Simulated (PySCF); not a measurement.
Ionisation energy of Ca by level of theory

Ca [Ar] 4s2 (1S) → Ca⁺ [Ar] 4s1 (2S), as a difference of total energies. Calculation: PySCF 2.14, in aug-cc-pwCVQZ-X2C; scalar relativity by spin-free X2C-1e. The calculations carry no spin-orbit coupling.

```tsv
method	ionisation energy (eV)	error (eV)
UHF	5.137	-0.976
MN15	6.310	+0.197
PBEsol	6.047	-0.066
B3LYP	6.167	+0.054
```

Reference: 6.113 eV (measured; NIST Atomic Spectra Database, ionization energies).
